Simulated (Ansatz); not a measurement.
```xyz
6

S     0.9671   -1.6127   -0.9768
W     0.0159   -0.0265   -0.0160
Cl    0.5245   -0.3077    2.1951
Cl    1.5665    1.6534   -0.0104
Cl   -1.0157    1.1270   -1.6989
Cl   -2.0582   -0.8336    0.5070
```

The species carries charge 0 and has multiplicity 1. W: def2 effective core potential.

Question: List the PBE0/def2-TZVPP orbital energies in eV (Ansatz). (An estimate is asked.)

Answer: Computed: Occupied: -2768.00, -2768.00, -2768.00, -2768.00, -2423.89, -259.84, -259.84, -259.84, -259.84, -219.23, -198.09, -198.09, -198.09, -198.09, -198.00, -198.00, -198.00, -198.00, -198.00, -198.00, -198.00, -198.00, -162.98, -162.98, -162.97, -85.46, -48.23, -48.23, -48.19, -23.85, -23.17, -23.07, -23.07, -20.41, -12.77, -12.56, -12.09, -11.84, -11.84, -11.39, -10.75, -10.75, -10.42, -9.58, -9.58, -9.52, -8.88, -8.88, -8.75. Lowest empty: -4.60, -3.66, -3.66, -2.59, -1.19, 0.68, 2.68, 3.28.
